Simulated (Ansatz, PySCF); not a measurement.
Noncovalent pair: HCl (SMILES Cl) (first 2 atoms) with HBr (SMILES Br); geometry from B3LYP-D3(BJ)/def2-TZVP.
(charge 0, multiplicity 1):
```xyz
4

Cl     0.53482    -0.46597    -0.22562
H      0.80027     0.78568    -0.12357
Br     0.17720    -0.30934     3.68880
H      0.25519    -0.59205     2.28871
```

Monomers are frozen at their geometry in the pair; levels with a basis set take the counterpoise correction.

Cores are frozen in the correlated methods. Filled d and f shells under p-block atoms count as core. CBS: X⁻³ extrapolation of the correlation energy, Hartree–Fock from the larger set.

Codes used: Ansatz (a program for electronic structure) with Gaussian orbitals; PySCF for the dispersion terms. Each number belongs to the level named beside it.

The comparison value is -73.3 meV (CCSD(T)/CBS(def2-TZVPPD, def2-QZVPPD)). It is a level with limits of its own, not the exact answer.

Problem. Order these levels by how close they come to the comparison value for the interaction energy, closest first: PBE0-D4/def2-TZVPPD, BHLYP-D3(BJ)/def2-TZVPPD, BLYP/def2-TZVPPD, r2SCAN/def2-TZVPPD. Give each level's value less the comparison value.

Solution. r2SCAN/def2-TZVPPD (0.4 meV), BHLYP-D3(BJ)/def2-TZVPPD (-8.4 meV), PBE0-D4/def2-TZVPPD (-14.9 meV), BLYP/def2-TZVPPD (47.5 meV)
